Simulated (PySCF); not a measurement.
**Electronic absorption of C5H9ClOSi**

Species: C₅H₉ClOSi.
Geometry (GFN2-xTB, Å), atoms numbered from 1 in this order:
```
atom  x, y, z in Å
C1    -2.321    0.494   -1.071
C2    -2.152   -0.139    0.075
C3    -1.219   -1.295    0.269
C4    -0.018   -0.759    1.025
O5     0.064   -0.830    2.228
Si6    1.363    0.088   -0.023
C7     2.551    0.883    1.234
Cl8    3.901    1.662    0.359
H9    -2.996    1.328   -1.164
H10   -1.805    0.193   -1.968
H11   -2.676    0.180    0.965
H12   -0.897   -1.692   -0.692
H13   -1.708   -2.071    0.862
H14    0.785    1.104   -0.900
H15    2.052   -0.951   -0.791
H16    2.993    0.157    1.913
H17    2.077    1.661    1.829
```

Computed, not measured: TDDFT B3LYP/def2-SVPD, vertical, gas phase, core orbitals frozen in the response (PySCF 2.14.0, density-fitted response routines).

Q: List the vertical singlet excitations with oscillator strengths and describe the spectrum.

A: 

```csv
state,λ (nm),E (eV),f,"main configurations (H = HOMO, L = LUMO)"
S1,369.7,3.35,0.0032,H→L (95%)
S2,231.9,5.35,0.015,"H-1→L (82%), H-2→L (10%)"
S3,228.0,5.44,0.021,"H-2→L (82%), H-1→L (13%)"
S4,221.5,5.60,0.047,H→L+1 (89%)
S5,212.6,5.83,0.0013,H-3→L (98%)
S6,212.1,5.84,0.031,H→L+2 (92%)
S7,204.8,6.05,0.027,H→L+3 (94%)
S8,195.5,6.34,0.039,H→L+4 (95%)
```

Triplets (Tamm–Dancoff): T1 2.75 eV, H→L (94%); T2 4.29 eV, H-2→L (34%), H-1→L (20%), H→L+1 (12%); T3 5.31 eV, H-1→L (63%), H→L+1 (28%).

The lowest singlet lies at 3.35 eV (370 nm, ultraviolet) and is very weak; its leading configuration is HOMO→LUMO (95%). The strongest level in the table is S4 at 5.60 eV (221 nm, f = 0.047). Löwdin shares by element: HOMO oxygen 42%, carbon 27% or more, silicon 11% (atoms not listed hold the other 20%); LUMO carbon 40% or more, oxygen 29%, silicon 8% (atoms not listed hold the other 23%). Orbital energies (eV): HOMO-3 -8.33, HOMO-2 -8.18, HOMO-1 -7.98, HOMO -6.75, LUMO -1.87, LUMO+1 -0.27, LUMO+2 -0.05. The oscillator strengths of these states sum to 0.184; summed over the whole spectrum of an exact calculation they would give the number of electrons, 78 (Thomas–Reiche–Kuhn). The listed states span 2.99 eV, and the widest gap between neighbours is 1.99 eV (S1 to S2). No computed singlet lies in the visible range (380 to 750 nm); the lowest, at 370 nm, stands 0.09 eV above its violet end (3.26 eV); a Tamm–Dancoff triplet lies at 451 nm, without intensity as long as spin–orbit coupling is left out. Only the lowest 8 singlets were computed, as vertical energies without vibronic structure.

One conformer stands for the species.
